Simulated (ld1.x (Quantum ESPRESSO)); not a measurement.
# LDA (PZ) PAW dataset for terbium, scalar-relativistic all-electron reference.

ld1.x (Quantum ESPRESSO) 7.5 was run on this input:

```
&input
   title='Tb', zed=65., rel=1, dft='PZ', iswitch=3,
   config='[Xe] 4f9 5d0 6s1 6p0',
   nld=4, rlderiv=2.90, eminld=-6.0, emaxld=5.0, deld=0.02
 /
 &inputp
   pseudotype=3, lpaw=.true., tm=.true., lloc=-1, rcloc=2.25,
   nlcc=.true.,
   which_augfun='BESSEL', rmatch_augfun=0.60,
   file_pseudopw='Tb.UPF', file_wfcaegen='ae.wfc', file_wfcncgen='nc.wfc', file_beta='beta', file_chi='chi', file_wfcusgen='us.wfc'
 /
8
5S  1  0   2.00   0.00  1.80  2.15  0.0
6S  2  0   1.00   0.00  1.80  2.15  0.0
5P  2  1   6.00   0.00  2.50  2.65  0.0
6P  3  1   0.00   0.00  2.50  2.65  0.0
5D  3  2   0.00   0.00  1.65  2.30  0.0
5D  3  2   0.00   1.00  1.65  2.30  0.0
4F  4  3   9.00   0.00  0.60  0.80  0.0
4F  4  3   0.00  -0.30  0.60  0.80  0.0
 &test
   configts(1)='4f9 5s2 5p6 5d0 6s1 6p0'
 /
```

Command:

```bash
ld1.x < Tb.in > Tb.out
```

Output (shortened: banner, matrices, multipoles, cross overlaps and the repeated all-electron block are left out):

```
Program LD1 v.7.5
     --------------------------- All-electron run ----------------------------

     Tb
     scalar relativistic calculation

     atomic number is 65.00
     dft =PZ   lsd =0 sic =0 latt =0  beta=0.20 tr2=1.0E-14
     Exchange-correlation= PZ
                           (   1   1   0   0   0   0   0)
     mesh =1263 r(mesh) =  99.54529 a.u. xmin = -7.00 dx = 0.01250
     1 Ry =  13.60569312 eV, c = 137.03599908

     n l     nl                  e(Ry)          e(Ha)          e(eV)
     1 0     1S 1( 2.00)     -3808.7237     -1904.3618    -51820.3253
     2 0     2S 1( 2.00)      -631.8394      -315.9197     -8596.6126
     2 1     2P 1( 6.00)      -561.7284      -280.8642     -7642.7040
     3 0     3S 1( 2.00)      -140.4635       -70.2318     -1911.1038
     3 1     3P 1( 6.00)      -118.8434       -59.4217     -1616.9469
     4 0     4S 1( 2.00)       -28.1562       -14.0781      -383.0847
     4 1     4P 1( 6.00)       -21.0346       -10.5173      -286.1906
     3 2     3D 1(10.00)       -90.6172       -45.3086     -1232.9095
     5 0     5S 1( 2.00)        -3.9777        -1.9889       -54.1195
     5 1     5P 1( 6.00)        -2.3094        -1.1547       -31.4207
     4 2     4D 1(10.00)       -11.2602        -5.6301      -153.2022
     4 3     4F 1( 9.00)        -0.7107        -0.3554        -9.6701
     5 2     5D 1( 0.00)        -0.5306        -0.2653        -7.2187
     6 0     6S 1( 1.00)        -0.6622        -0.3311        -9.0100
     6 1     6P 1( 0.00)        -0.4073        -0.2036        -5.5414

     final scf error:  5.2E-15 reached in  34 iterations

     Etot =  -23401.967713 Ry,  -11700.983857 Ha, -318399.991181 eV

     Ekin =   25183.632618 Ry,   12591.816309 Ha,  342640.777123 eV
     Encl =  -57178.137894 Ry,  -28589.068947 Ha, -777948.197526 eV
     Eh   =    9088.503983 Ry,    4544.251991 Ha,  123655.396137 eV
     Exc  =    -495.966420 Ry,    -247.983210 Ha,   -6747.966914 eV

     normalization and overlap integrals

     s(1S/1S) =  1.000000  <r> =   0.0215  <r2> =    0.0006  r(max) =   0.0136
     s(2S/2S) =  1.000000  <r> =   0.0916  <r2> =    0.0099  r(max) =   0.0772
     s(2P/2P) =  1.000000  <r> =   0.0809  <r2> =    0.0080  r(max) =   0.0632
     s(3S/3S) =  1.000000  <r> =   0.2396  <r2> =    0.0656  r(max) =   0.2205
     s(3P/3P) =  1.000000  <r> =   0.2383  <r2> =    0.0658  r(max) =   0.2150
     s(4S/4S) =  1.000000  <r> =   0.5418  <r2> =    0.3314  r(max) =   0.5031
     s(4P/4P) =  1.000000  <r> =   0.5740  <r2> =    0.3750  r(max) =   0.5289
     s(3D/3D) =  1.000000  <r> =   0.2166  <r2> =    0.0551  r(max) =   0.1761
     s(5S/5S) =  1.000000  <r> =   1.3254  <r2> =    1.9797  r(max) =   1.1772
     s(5P/5P) =  1.000000  <r> =   1.5705  <r2> =    2.8110  r(max) =   1.3507
     s(4D/4D) =  1.000000  <r> =   0.6241  <r2> =    0.4525  r(max) =   0.5491
     s(4F/4F) =  1.000000  <r> =   0.9018  <r2> =    1.1229  r(max) =   0.5561
     s(5D/5D) =  1.000000  <r> =   2.7826  <r2> =    9.3146  r(max) =   2.0403
     s(6S/6S) =  1.000000  <r> =   3.7139  <r2> =   15.5057  r(max) =   3.2401
     s(6P/6P) =  1.000000  <r> =   4.7652  <r2> =   25.5412  r(max) =   4.2127

     ------------------------ End of All-electron run ------------------------

     --------------------- Generating PAW atomic setup --------------------

      Generating local potential from pseudized AE potential:
      Matching radius rcloc =   2.2500

      Local pseudo, rcloc= 2.227 Estimated cut-off energy=     4.84 Ry

      Computing core charge for nlcc:

       r > 0.79 : true rho core
       r < 0.79 : rho core = a sin(br)/r    a=  46.16  b=   3.33

      Integrated core pseudo-charge :  14.77
      Wfc-us  5S rcutus= 2.172  Estimated cut-off energy=    11.72 Ry
      Wfc-us  6S rcutus= 2.172  Estimated cut-off energy=    23.76 Ry
      Wfc-us  5P rcutus= 2.653  Estimated cut-off energy=    12.25 Ry
      Wfc-us  6P rcutus= 2.653  Estimated cut-off energy=    23.00 Ry
      Wfc-us  5D rcutus= 2.283  Estimated cut-off energy=    21.47 Ry
      Wfc-us  5D rcutus= 2.283  Estimated cut-off energy=    27.72 Ry
      Wfc-us  4F rcutus= 0.799  Estimated cut-off energy=   243.00 Ry
      Wfc-us  4F rcutus= 0.799  Estimated cut-off energy=   244.48 Ry

     Required augmentation: BESSEL   radius:    0.600000
     Suggested rho cutoff for augmentation: 419.73 Ry

     Estimated PAW energy = -712.601041 Ryd

     ------------------- End of pseudopotential generation -------------------

     Computing logarithmic derivative in   2.91358
     Computing logarithmic derivative in   2.91358
     Computing the partial wave expansion
     R is outside the sphere for l=    0 j= 0.00
     R is outside the sphere for l=    0 j= 0.00
     R is outside the sphere for l=    1 j= 0.00
     R is outside the sphere for l=    1 j= 0.00
     R is outside the sphere for l=    2 j= 0.00
     R is outside the sphere for l=    2 j= 0.00
     R is outside the sphere for l=    3 j= 0.00
     R is outside the sphere for l=    3 j= 0.00

     ---------------------- Testing the pseudopotential ----------------------

     Tb
     scalar relativistic calculation

     atomic number is 65.00   valence charge is 19.00
     dft = SLA  PZ   NOGX NOGC   lsd =0 sic =0 latt =0  beta=0.20 tr2=1.0E-14
     mesh =1263 r(mesh) =  99.54529 xmin = -7.00 dx = 0.01250

     n l     nl             e AE (Ry)        e PS (Ry)    De AE-PS (Ry)
     4 3     4F   1( 9.00)       -0.71074       -0.71079        0.00005
     1 0     5S   1( 2.00)       -3.97771       -3.97772        0.00001
     2 1     5P   1( 6.00)       -2.30938       -2.30940        0.00002
     3 2     5D   1( 0.00)       -0.53056       -0.53057        0.00001
     2 0     6S   1( 1.00)       -0.66222       -0.66222       -0.00000
     3 1     6P   1( 0.00)       -0.40729       -0.40729       -0.00000

     eps = 4.8E-15  iter = 14

     Etot =  -23401.967713 Ry,  -11700.983857 Ha, -318399.991181 eV
     Etotps =  -712.601033 Ry,    -356.300517 Ha,   -9695.430977 eV

     Ekin =     494.525562 Ry,     247.262781 Ha,    6728.363040 eV
     Encl =    -947.192169 Ry,    -473.596085 Ha,  -12887.205982 eV
     Ehrt =     236.031827 Ry,     118.015913 Ha,    3211.376600 eV
     Ecxc =    -495.966253 Ry,    -247.983126 Ha,   -6747.964635 eV
     (Ecc =     -38.454480 Ry,     -19.227240 Ha,    -523.199847 eV)

     ---------------------- End of pseudopotential test ----------------------
```

The ghost test of this file was not conclusive. Its overlap operator is not positive definite in a basis up to 400 Ry (lowest eigenvalue p -0.92), so the file is unfit for use: the generalised eigenproblem breaks down once the basis is large enough, and its test numbers describe a broken file.

Generation and configuration tests took about 1.8 s on one core of a shared server CPU.

Transferability test of the new file with ld1.x, input:

```
&input
   title='Tb', zed=65., rel=1, dft='PZ', iswitch=2,
   config='[Xe] 4f9 5d0 6s1 6p0'
 /
 &test
   file_pseudo='Tb.UPF', nconf=10,
   configts(1)='4f9 5s2 5p6 5d0 6s1 6p0',
   configts(2)='4f9 5s2 5p6 5d0 6s2 6p0',
   configts(3)='4f9 5s2 5p6 5d0 6s0 6p0',
   configts(4)='4f8 5s2 5p6 5d0 6s0 6p0',
   configts(5)='4f9 5s2 5p6 5d1 6s0 6p0',
   configts(6)='4f7 5s2 5p6 5d0 6s0 6p0',
   configts(7)='4f8 5s2 5p6 5d1 6s2 6p0',
   configts(8)='4f9 5s2 5p6 5d0 6s1.5 6p0',
   configts(9)='4f9 5s2 5p6 5d0 6s1 6p0', lsdts(9)=1,
   configts(10)='4f9 5s2 5p6 5d0 6s2 6p0', lsdts(10)=1
 /
```

```bash
ld1.x < Tb.test.in > Tb.test.out
```

Pseudopotential blocks of its output, shortened (energy terms left out):

```
     ---------------------- Testing the pseudopotential ----------------------

     n l     nl             e AE (Ry)        e PS (Ry)    De AE-PS (Ry)
     4 3     4F   1( 9.00)       -0.71074       -0.71079        0.00005
     1 0     5S   1( 2.00)       -3.97771       -3.97772        0.00001
     2 1     5P   1( 6.00)       -2.30938       -2.30940        0.00002
     3 2     5D   1( 0.00)       -0.53056       -0.53057        0.00001
     2 0     6S   1( 1.00)       -0.66222       -0.66222       -0.00000
     3 1     6P   1( 0.00)       -0.40729       -0.40729       -0.00000

     eps = 4.3E-15  iter = 15

     Etot =  -23401.967713 Ry,  -11700.983857 Ha, -318399.991181 eV
     Etotps =  -712.601033 Ry,    -356.300517 Ha,   -9695.430978 eV

     ---------------------- End of pseudopotential test ----------------------

          ---------------------- Testing the pseudopotential ----------------------

     n l     nl             e AE (Ry)        e PS (Ry)    De AE-PS (Ry)
     4 3     4F   1( 9.00)       -0.23780       -0.24529        0.00749  !
     1 0     5S   1( 2.00)       -3.49988       -3.50232        0.00244
     2 1     5P   1( 6.00)       -1.83328       -1.83614        0.00286
     3 2     5D   1( 0.00)       -0.10767       -0.10843        0.00076
     2 0     6S   1( 2.00)       -0.28345       -0.28322       -0.00023
     3 1     6P   1( 0.00)       -0.08979       -0.08993        0.00014

     eps = 8.1E-16  iter = 29

     Etot =  -23402.436392 Ry,  -11701.218196 Ha, -318406.367880 eV
     Etotps =  -713.069753 Ry,    -356.534876 Ha,   -9701.808231 eV
     dEtot_ae =      -0.468679 Ry
     dEtot_ps =      -0.468719 Ry,   Delta E=       0.000041 Ry

     ---------------------- End of pseudopotential test ----------------------

          ---------------------- Testing the pseudopotential ----------------------

     n l     nl             e AE (Ry)        e PS (Ry)    De AE-PS (Ry)
     4 3     4F   1( 9.00)       -1.25877       -1.24292       -0.01585  !
     1 0     5S   1( 2.00)       -4.53248       -4.52808       -0.00440
     2 1     5P   1( 6.00)       -2.85968       -2.85360       -0.00608  !
     3 2     5D   1( 0.00)       -1.01154       -1.00966       -0.00188
     2 0     6S   1( 0.00)       -1.05408       -1.05609        0.00202
     3 1     6P   1( 0.00)       -0.72871       -0.73180        0.00309

     eps = 2.8E-15  iter = 31

     Etot =  -23401.105456 Ry,  -11700.552728 Ha, -318388.259579 eV
     Etotps =  -711.737806 Ry,    -355.868903 Ha,   -9683.686169 eV
     dEtot_ae =       0.862257 Ry
     dEtot_ps =       0.863227 Ry,   Delta E=      -0.000971 Ry

     ---------------------- End of pseudopotential test ----------------------
```

The test run then stopped with an error in new_paw_hamiltonian: “negative rho”.
